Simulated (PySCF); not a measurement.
W(O)2(F)2, F2O2W, SMILES [O]=[W]([F])([F])=[O] at its PBE0/def2-SVP optimised geometry (Å):

```
5

W     -0.5265    -0.8375     0.0000
O     -1.0697    -1.7009    -1.3498
O     -1.0703    -1.7024     1.3487
F      1.3321    -0.8375     0.0000
F     -1.3321     0.8375     0.0000
```

Computed with PBE0/def2-TZVP, def2 effective core potentials past Kr (PySCF). The core electrons that the potentials of W replace are not part of the density. Cells within 0.4 Å of a nucleus heavier than hydrogen are left out (blank, or x).

Map of the electrostatic potential (hartree/e), clipped to [-0.08, 0.12] on the plane z = 0.0 Å:

```
|0000000001111111111111111111111|
|0000000000111111111111111111111|
|0000000000011111111111111111111|
|0000000000001111112221111111111|
|0000000000001111222222211111111|
|0000000000001112222222221111111|
|0000000000001112222222222111111|
|0000000122221122333322222111111|
|0000001489974233343333222111111|
|0000014999999544554433222111111|
|000002999xx99976665543222111111|
|00001399xxx99999987643221111111|
|11111399xxx99999999753221111111|
|111124999x999999999854211111111|
|1122348999999999999975321000000|
|1223469999999999999999741000000|
|1223589999999999999999994100000|
|2234699999999x9999999x998200000|
|223469999999xxx99999xxx99300000|
|123469999999xxx99999xxx99300000|
|122458999999xx999999xx999200000|
|1123479999999999999999994100000|
|1122357999999999999999941000000|
|1111235899999999999974310000000|
|0011123479999999999743110000000|
|0000111235899999997532110000000|
|0000000123467999875432111000000|
|0000000011234556554322111100000|
|0000000000112333333222111110000|
|0000000000011222222221111110000|
|0000000000001111222111111111000|
```
Scale: ten equal steps from -0.012 (start of '0') to 0.120 (end of '9'), in the order '0123456789'; x runs from -3.50 to 3.50, y from -3.50 (bottom) to 3.50 (top).
